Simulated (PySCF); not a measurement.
Species: [ReNF4]2- (charge -2 and singlet state).
Bonds: Re1–N2, Re1–F3, Re1–F4, Re1–F5, Re1–F6.

Method used: PBE0-D3(BJ)/def2-SVP geometry optimisation, gas phase, def2 core potentials past Kr (PySCF 2.14.0).

Q: What internal coordinates does the optimisation give?

A: 
```csv
bond,length (Å)
Re1–N2,1.662
Re1–F3 and 3 like bonds,2.012
```

Bonds in one row agree within 0.01 Å and their mean is given. A selection of angles:
```csv
angle,degrees
N2–Re1–F3,110.2
F3–Re1–F4,83.1
F3–Re1–F5,139.6
```

Re1 (rhenium bonded to 4 F and N) has τ5 = (β − α)/60° = 0.00 from the two widest angles, 139.6° and 139.6° (0 for a square pyramid, 1 for a trigonal bipyramid). All 4 F–Re bonds measure 2.012 Å.

Point group: C4v (every atom within 0.08 Å of its image). Whether it is a minimum is left open (no frequencies). Whether so highly charged an anion holds all its electrons in the gas phase wasn't checked; a finite basis holds them in any case. No counter-ion or solvent screens the charge of this multiply charged ion. The geometry's basis has no diffuse functions, a weakness for an anion.
